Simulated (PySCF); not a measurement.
I₄Si, charge +1, doublet, geometry from GFN2-xTB (a state made from the parent by changing its charge; the spin is typed, not shown lowest) (core potentials on I); B3LYP/def2-SVP in PySCF.

Input for PySCF:
```python
from pyscf import gto, scf, dft

mol = gto.Mole()
mol.atom = '''
    I     2.23155095   -1.02441071    0.44556577
    Si   -0.00000000    0.00000000    0.00000000
    I    -1.46159126   -1.66009907   -1.15567637
    I    -1.05251266    0.67328361    2.16024815
    I     0.28255297    2.01122617   -1.45013755
'''
mol.basis = 'def2-svp'
mol.ecp = {'I': 'def2-svp'}
mol.charge = 1
mol.spin = 1
mol.verbose = 4
mol.build()

mf = dft.UKS(mol)
mf.xc = 'b3lyp'
mf.kernel()
```

What the program printed (banner, timings and long lists left out):

```
PySCF version 2.14.0

[INPUT] verbose = 4
[INPUT] num. atoms = 5
[INPUT] num. electrons = 113
[INPUT] charge = 1
[INPUT] spin (= nelec alpha-beta = 2S) = 1
[INPUT] symmetry False subgroup None
[INPUT] Mole.unit = angstrom
[INPUT] Symbol           X                Y                Z      unit          X                Y                Z       unit  Magmom
[INPUT]  1 I      2.231550950000  -1.024410710000   0.445565770000 AA    4.217020128513  -1.935855680971   0.841997275781 Bohr   0.0
[INPUT]  2 Si     0.000000000000   0.000000000000   0.000000000000 AA    0.000000000000   0.000000000000   0.000000000000 Bohr   0.0
[INPUT]  3 I     -1.461591260000  -1.660099070000  -1.155676370000 AA   -2.762007187458  -3.137132581945  -2.183911827932 Bohr   0.0
[INPUT]  4 I     -1.052512660000   0.673283610000   2.160248150000 AA   -1.988960670037   1.272321627058   4.082277364598 Bohr   0.0
[INPUT]  5 I      0.282552970000   2.011226170000  -1.450137550000 AA    0.533947728982   3.800666635858  -2.740362812448 Bohr   0.0

nuclear repulsion = 783.814986620072
number of shells = 48
number of NR pGTOs = 280
number of NR cGTOs = 122
basis = def2-svp
ecp = {'I': 'def2-svp'}

******** <class 'pyscf.dft.uks.UKS'> ********
method = UKS
initial guess = minao
damping factor = 0
level_shift factor = 0
DIIS = <class 'pyscf.scf.diis.CDIIS'>
diis_start_cycle = 1
diis_space = 8
diis_damp = 0
SCF conv_tol = 1e-09
SCF conv_tol_grad = None
SCF max_cycles = 50
direct_scf = True
direct_scf_tol = 1e-13
number electrons alpha = 57  beta = 56
XC library pyscf.dft.libxc version 7.1.2
    S. Lehtola, C. Steigemann, M. J. T. Oliveira, and M. A. L. Marques,  SoftwareX 7, 1–5 (2018)
XC functionals = b3lyp
    P. J. Stephens, F. J. Devlin, C. F. Chabalowski, and M. J. Frisch,  J. Phys. Chem. 98, 11623 (1994)
radial grids:
    Treutler-Ahlrichs [JCP 102, 346 (1995); DOI:10.1063/1.469408] (M4) radial grids

becke partition: Becke, JCP 88, 2547 (1988); DOI:10.1063/1.454033
pruning grids: <function nwchem_prune>
grids dens level: 3
symmetrized grids: False
atomic radii adjust function: <function treutler_atomic_radii_adjust>
small_rho_cutoff = 0
Set gradient conv threshold to 3.16228e-05
tot grids = 107016
init E= -1354.39536572695

cycle= 1 E= -1475.73102035895  delta_E= -121  |g|=  3.9  |ddm|= 12.1
cycle= 2 E= -1476.71365891933  delta_E= -0.983  |g|= 2.97  |ddm|= 10.3
cycle= 3 E= -1479.51764132418  delta_E= -2.8  |g|= 1.03  |ddm|= 4.94
cycle= 4 E= -1480.09218983962  delta_E= -0.575  |g|= 0.653  |ddm|= 2.53
cycle= 5 E= -1480.33229548978  delta_E= -0.24  |g|= 0.26  |ddm|= 1.48
cycle= 6 E= -1480.35371703858  delta_E= -0.0214  |g|= 0.222  |ddm|= 1.22
cycle= 7 E= -1480.39462555486  delta_E= -0.0409  |g|= 0.109  |ddm|= 0.687
cycle= 8 E= -1480.40497219387  delta_E= -0.0103  |g|= 0.0338  |ddm|= 0.282
cycle= 9 E= -1480.40617978801  delta_E= -0.00121  |g|= 0.0161  |ddm|= 0.124
cycle= 10 E= -1480.40640011444  delta_E= -0.00022  |g|= 0.00661  |ddm|= 0.0518
cycle= 11 E= -1480.4064941885  delta_E= -9.41e-05  |g|= 0.00357  |ddm|= 0.0376
cycle= 12 E= -1480.40653511019  delta_E= -4.09e-05  |g|= 0.00119  |ddm|= 0.0267
cycle= 13 E= -1480.40654982083  delta_E= -1.47e-05  |g|= 0.00149  |ddm|= 0.023
cycle= 14 E= -1480.40655719025  delta_E= -7.37e-06  |g|= 0.0011  |ddm|= 0.014
cycle= 15 E= -1480.40656168344  delta_E= -4.49e-06  |g|= 0.000765  |ddm|= 0.0111
cycle= 16 E= -1480.40656561318  delta_E= -3.93e-06  |g|= 0.000553  |ddm|= 0.0126
cycle= 17 E= -1480.40656888046  delta_E= -3.27e-06  |g|= 0.000394  |ddm|= 0.014
cycle= 18 E= -1480.40657204717  delta_E= -3.17e-06  |g|= 0.000275  |ddm|= 0.0246
cycle= 19 E= -1480.40657236127  delta_E= -3.14e-07  |g|= 0.00017  |ddm|= 0.00787
cycle= 20 E= -1480.4065723138  delta_E= 4.75e-08  |g|= 0.000167  |ddm|= 0.00442
cycle= 21 E= -1480.40657239835  delta_E= -8.46e-08  |g|= 9.71e-05  |ddm|= 0.00202
cycle= 22 E= -1480.40657247786  delta_E= -7.95e-08  |g|= 2.44e-05  |ddm|= 0.00469
cycle= 23 E= -1480.40657247915  delta_E= -1.29e-09  |g|= 1.48e-05  |ddm|= 0.000526
cycle= 24 E= -1480.40657247949  delta_E= -3.42e-10  |g|= 1.19e-05  |ddm|= 0.000121
Extra cycle  E= -1480.40657247895  delta_E= 5.44e-10  |g|= 2.9e-05  |ddm|= 0.000103
converged SCF energy = -1480.40657247895  <S^2> = 0.75247757  2S+1 = 2.002476
```
